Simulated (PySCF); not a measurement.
PySCF input file for H6Se, SMILES [SeH6], C-PCM-B3LYP/def2-SVP. The structure is a stationary point at B3LYP-D3(BJ)/def2-TZVP.

```python
import numpy as np
from pyscf import gto, scf, dft
from pyscf.solvent import pcm

mol = gto.M(
    atom='''
    Se    0.00000000    0.00000000    0.00000000
    H     0.00000000    1.56132515    0.00000000
    H     0.00000000   -1.56132515   -0.00000000
    H    -1.56132515    0.00000000    0.00000000
    H     1.56132515    0.00000000    0.00000000
    H     0.00000000   -0.00000000    1.56132515
    H     0.00000000    0.00000000   -1.56132515
    ''',
    basis='def2-SVP',
    charge=0,
    spin=0,
    max_memory=1600,
    verbose=3,
)
mf = dft.RKS(mol, xc='b3lyp').density_fit(auxbasis='def2-universal-jkfit')
mf.grids.level = 3
mf.conv_tol = 1e-9
mf.max_cycle = 100
mf.kernel()
res = {}
for name, eps in {'water': 78.355, 'chlorobenzene': 5.6968, 'toluene': 2.3741}.items():
    s = mf.PCM()
    s.with_solvent.method, s.with_solvent.eps, s.with_solvent.lebedev_order = 'C-PCM', eps, 29
    s.kernel(mf.make_rdm1())
    res[name] = (s.e_tot, eps, s.dip_moment(), s.mo_energy, s.converged)
    print(f'{name}: electrostatic solvation free energy {(s.e_tot - mf.e_tot) * 627.509474:.3f} kcal/mol')
```

Program output:

```
converged SCF energy = -2404.65517345524

WARN: PCM is an experimental feature. It is still in testing.
Features and APIs may be changed in the future.

converged SCF energy = -2404.65569135885
Dipole moment(X, Y, Z, Debye): -0.00000,  0.00000, -0.00000
water: electrostatic solvation free energy -0.325 kcal/mol

WARN: PCM is an experimental feature. It is still in testing.
Features and APIs may be changed in the future.

converged SCF energy = -2404.65560385469
Dipole moment(X, Y, Z, Debye): -0.00000,  0.00000,  0.00000
chlorobenzene: electrostatic solvation free energy -0.270 kcal/mol

WARN: PCM is an experimental feature. It is still in testing.
Features and APIs may be changed in the future.

converged SCF energy = -2404.65547339961
Dipole moment(X, Y, Z, Debye):  0.00000,  0.00000, -0.00000
toluene: electrostatic solvation free energy -0.188 kcal/mol
```

Self-consistency was reached.
